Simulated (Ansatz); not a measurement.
`N#C[SiH2][SiH2]Cl` + NH₃ → `N[SiH2][SiH2]Cl` + `C#N` at 400 K and 1 bar (ligand exchange at the Si–C bond).

Calculated with Ansatz (gas phase, PBE0-D4/def2-TZVP geometries, no zero-point term in ΔE). CBS: MP2 limit from def2 TZ/QZ plus the TZ coupled-cluster correction, frozen cores. This one scheme is used for every species. One conformer a species, not always the lowest.

```
            species  CCSD(T)/CBS energy (Eh)  H − E (kJ/mol)  S (J/(mol·K))
`N#C[SiH2][SiH2]Cl`              -1133.12837           151.9          408.0
                NH₃                -56.50880           104.2          203.1
  `N[SiH2][SiH2]Cl`              -1096.31710           197.4          394.7
              `C#N`                -93.32098            56.1          211.9
```

H − E and S are ideal-gas, rigid-rotor, harmonic terms from PBE0-D4/def2-TZVP, for one conformer and one mirror image of each species. 1 Eh = 2625.50 kJ/mol, R = 8.31446 J/(mol·K).

By hand: ΔE, ΔH, ΔS and ΔG.

ΔE = (-1096.31710) + (-93.32098) − (-1133.12837) − (-56.50880) = -0.00091 Eh = -2.4 kJ/mol. Δ(H − E) = 197.4 + 56.1 − 151.9 − 104.2 = -2.6, so ΔH = -5.0 kJ/mol. ΔS = 394.7 + 211.9 − 408.0 − 203.1 = -4.5 J/(mol·K). ΔG = -5.0 − 400 × (-4.5)/1000 = -3.2 kJ/mol.

By hand: the equilibrium constant, and the temperature at which ΔG would vanish if ΔH and ΔS stayed fixed.

log₁₀ K = −ΔG/(RT ln 10) = 0.4. ΔG = 0 at ΔH/ΔS = 1111 K, though so small a ΔH makes that figure unsure.

TΔS isn't small against ΔH here. The sign of ΔG lies within the doubt. A doubt of 5 kJ/mol in ΔE shifts log₁₀ K by 0.7 here. Other conformers and mirror images would add mixing entropy, several J/(mol·K) or more a flexible species. Modes under 60 cm⁻¹, often nearly free rotors, make the harmonic entropy too high. These are equilibria of isolated gas molecules and say nothing of rates. Largest T1 diagnostic: 0.014 (customary marks: 0.02 for closed shells, 0.045 for open ones).
